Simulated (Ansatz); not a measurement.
Cost and result up the ladder for Ta2B2 (4 atoms). Charge 0, multiplicity 1. Geometry: PBE0-D4/def2-TZVP.

```xyz
4

Ta    0.119    0.488   -1.304
Ta   -0.645   -1.157    0.446
B    -0.631    0.880    0.552
B     1.157   -0.211    0.307
```

Ansatz on 4 threads of Arm Neoverse V2 on a shared host. Times are rough, and most runs start from the orbitals of an earlier one. ωB97M-V/def2-TZVP serves as the yardstick here, not as an exact answer. Differences are given only for rows in sets of like size (and for xTB, whose basis is part of the method), since another set adds its own error. Binding counts from free atoms at the same level (Ta quartet, B doublet; other spins of the atoms weren't run), without zero-point energy or a counterpoise term.

In the def2 sets Ta takes a core potential; there is no spin–orbit coupling. Correlated methods freeze 2 core orbitals; core or outer-core shells of Ta are correlated, in sets that lack core-valence functions. The structure comes from a short search, and lower isomers may exist.

Run but left out: B2PLYP/def2-TZVP, MP2/def2-TZVP, CCSD(T)/def2-TZVPP (restricted singlet, unstable towards broken spin symmetry).

Correlated methods converge slowly with the basis.

| level | functions | wall time |
| --- | --- | --- |
| PBE-D4/def2-SVP | 92 | 0.95 s |
| PBE0-D4/def2-SVP | 92 | 1.2 s |
| PBE-D4/def2-TZVP | 142 | 1.6 s |
| PBE-D4/def2-TZVPD | 160 | 1.9 s |
| PBE0-D4/def2-TZVPD | 160 | 2 s |
| PBE0-D4/def2-TZVP (with forces) | 142 | 2.4 s |
| RPA@PBE/def2-TZVP | 142 | 3.3 s |
| r2SCAN-D4/def2-TZVP | 142 | 3.5 s |
| r2SCAN-D4/def2-TZVPD | 160 | 4.1 s |
| ωB97X-V/def2-TZVP | 142 | 6.5 s |
| B97M-V/def2-TZVP | 142 | 7.5 s |
| ωB97M-V/def2-TZVP | 142 | 12 s |

Problem. Estimate what each level gives for the binding energy per atom (eV).

Solution. 
```json
{"level": "PBE-D4/def2-SVP", "binding energy per atom (eV)": "4.03", "difference from ωB97M-V/def2-TZVP (eV)": "–"}
{"level": "PBE0-D4/def2-SVP", "binding energy per atom (eV)": "3.56", "difference from ωB97M-V/def2-TZVP (eV)": "–"}
{"level": "PBE-D4/def2-TZVP", "binding energy per atom (eV)": "4.05", "difference from ωB97M-V/def2-TZVP (eV)": "1.00"}
{"level": "PBE-D4/def2-TZVPD", "binding energy per atom (eV)": "4.05", "difference from ωB97M-V/def2-TZVP (eV)": "1.00"}
{"level": "PBE0-D4/def2-TZVPD", "binding energy per atom (eV)": "3.59", "difference from ωB97M-V/def2-TZVP (eV)": "0.54"}
{"level": "PBE0-D4/def2-TZVP (with forces)", "binding energy per atom (eV)": "3.59", "difference from ωB97M-V/def2-TZVP (eV)": "0.54"}
{"level": "RPA@PBE/def2-TZVP", "binding energy per atom (eV)": "3.32", "difference from ωB97M-V/def2-TZVP (eV)": "0.27"}
{"level": "r2SCAN-D4/def2-TZVP", "binding energy per atom (eV)": "3.67", "difference from ωB97M-V/def2-TZVP (eV)": "0.62"}
{"level": "r2SCAN-D4/def2-TZVPD", "binding energy per atom (eV)": "3.67", "difference from ωB97M-V/def2-TZVP (eV)": "0.62"}
{"level": "ωB97X-V/def2-TZVP", "binding energy per atom (eV)": "3.15", "difference from ωB97M-V/def2-TZVP (eV)": "0.11"}
{"level": "B97M-V/def2-TZVP", "binding energy per atom (eV)": "3.59", "difference from ωB97M-V/def2-TZVP (eV)": "0.55"}
{"level": "ωB97M-V/def2-TZVP", "binding energy per atom (eV)": "3.04", "difference from ωB97M-V/def2-TZVP (eV)": "0.00"}
```
